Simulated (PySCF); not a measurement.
## Cr (chromium, neutral): UHF calculation

Configuration: [Ar] 3d4 4s1 5s1, high-spin 7D determinant (an excited configuration). All numbers are calculated (PySCF 2.14, no relativity, point nucleus, in aug-cc-pwCVTZ (10s9p7d4f3g, 127 functions)).

```json
{
  "Total energy": "-1043.186737 hartree",
  "One-electron energy": "-1431.4552 hartree",
  "Hartree (Coulomb) energy": "435.7532 hartree",
  "Exchange energy": "-47.4847 hartree",
  "Kinetic energy": "1043.18496 hartree",
  "⟨S²⟩": "12.0012",
  "⟨L²⟩": "6.019",
  "Sum of ⟨r⟩": "26.60 bohr",
  "Sum of ⟨r²⟩": "113.2 bohr²",
  "Traceless quadrupole moment −½Σ⟨3z² − r²⟩ along its main axis": "0.121 e·bohr²",
  "Density at the nucleus (Gaussians lack the cusp)": "9270 bohr⁻³",
  "Spin density at the nucleus": "3.45 bohr⁻³",
  "Langevin diamagnetic susceptibility": "-89.6 ×10⁻⁶ cm³/mol"
}
```

```json
{"shell": "1s α", "electrons": "1", "mean orbital energy (eV)": "-6006.9", "spread (eV)": "0", "rms radius, mean of both spins (bohr)": "0.0743"}
{"shell": "1s β", "electrons": "1", "mean orbital energy (eV)": "-6006.8", "spread (eV)": "0", "rms radius, mean of both spins (bohr)": "0.0743"}
{"shell": "2s α", "electrons": "1", "mean orbital energy (eV)": "-724.96", "spread (eV)": "0", "rms radius, mean of both spins (bohr)": "0.319"}
{"shell": "2s β", "electrons": "1", "mean orbital energy (eV)": "-722.28", "spread (eV)": "0", "rms radius, mean of both spins (bohr)": "0.319"}
{"shell": "2p α", "electrons": "3", "mean orbital energy (eV)": "-614.05", "spread (eV)": "0.017", "rms radius, mean of both spins (bohr)": "0.288"}
{"shell": "2p β", "electrons": "3", "mean orbital energy (eV)": "-611.53", "spread (eV)": "0.755", "rms radius, mean of both spins (bohr)": "0.288"}
{"shell": "3s α", "electrons": "1", "mean orbital energy (eV)": "-103.68", "spread (eV)": "0", "rms radius, mean of both spins (bohr)": "0.972"}
{"shell": "3s β", "electrons": "1", "mean orbital energy (eV)": "-95.023", "spread (eV)": "0", "rms radius, mean of both spins (bohr)": "0.972"}
{"shell": "3p α", "electrons": "3", "mean orbital energy (eV)": "-70.503", "spread (eV)": "1.302", "rms radius, mean of both spins (bohr)": "1.05"}
{"shell": "3p β", "electrons": "3", "mean orbital energy (eV)": "-60.241", "spread (eV)": "1.928", "rms radius, mean of both spins (bohr)": "1.05"}
{"shell": "3d α", "electrons": "4", "mean orbital energy (eV)": "-19.846", "spread (eV)": "1.724", "rms radius, mean of both spins (bohr)": "1.37"}
{"shell": "4s α", "electrons": "1", "mean orbital energy (eV)": "-10.916", "spread (eV)": "0", "rms radius, mean of both spins (bohr)": "3.22"}
{"shell": "5s α", "electrons": "1", "mean orbital energy (eV)": "-2.311", "spread (eV)": "0", "rms radius, mean of both spins (bohr)": "9.28"}
```

The outer electron is Rydberg-like, and this basis confines it to a smaller radius and binds it less than a complete one would.

Spin-orbit constants ζ (cm⁻¹) from the X2C one-electron operator on these orbitals (non-relativistic here): bare nucleus, nucleus screened by l(l+1)(2l+1)/3 electrons, and screened by the Breit-Pauli mean field of the electrons.

```csv
shell,bare,screened nucleus,mean field
2p,47680,43710,n/a
3p,5493,5035,n/a
3d,477.5,278.6,n/a
```

To first order the Landé constant is A = 46.43 cm⁻¹, so the lowest level has J = 1 and lies 0.0460 eV below the centre of the term. This holds in LS coupling only.
